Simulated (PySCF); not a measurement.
SMILES C=C[SiH2][SiH2]Br, GFN2-xTB optimised geometry.

```
12

C      0.52    -1.99     0.03
C      1.29    -0.91     0.05
Si     0.68     0.87     0.00
Si    -1.63     0.87     0.00
Br    -2.36     2.99     0.00
H      0.92    -2.99     0.06
H     -0.56    -1.92    -0.01
H      2.36    -1.04     0.10
H      1.22     1.59     1.16
H      1.22     1.52    -1.20
H     -2.31     0.32    -1.18
H     -2.31     0.32     1.18
```

Density from B3LYP/def2-TZVP in PySCF 2.14.0 at that geometry.

Minimum of the electron density along straight lines between bonded atoms, close to the bond critical point (lines longer than 1.1 times the sum of covalent radii, or with two minima, are not listed):

| bond | length / Å | ρ at the minimum / e bohr⁻³ | ∇²ρ there / e bohr⁻⁵ | position (fraction from the first atom) |
|---|---|---|---|---|
| C1–C2 | 1.323 | 0.359 | -1.12 | 0.51 |
| C2–Si3 | 1.881 | 0.119 | 0.19 | 0.61 |
| Si3–Si4 | 2.311 | 0.100 | -0.18 | 0.38 |
| Si4–Br5 | 2.238 | 0.086 | 0.08 | 0.35 |
| C1–H6 | 1.080 | 0.289 | -1.04 | 0.65 |
| C1–H7 | 1.080 | 0.288 | -1.03 | 0.64 |
| C2–H8 | 1.083 | 0.284 | -0.99 | 0.64 |
| Si3–H9 | 1.470 | 0.124 | 0.17 | 0.49 |
| Si3–H10 | 1.470 | 0.123 | 0.17 | 0.49 |
| Si4–H11 | 1.462 | 0.127 | 0.18 | 0.49 |
| Si4–H12 | 1.462 | 0.127 | 0.18 | 0.49 |
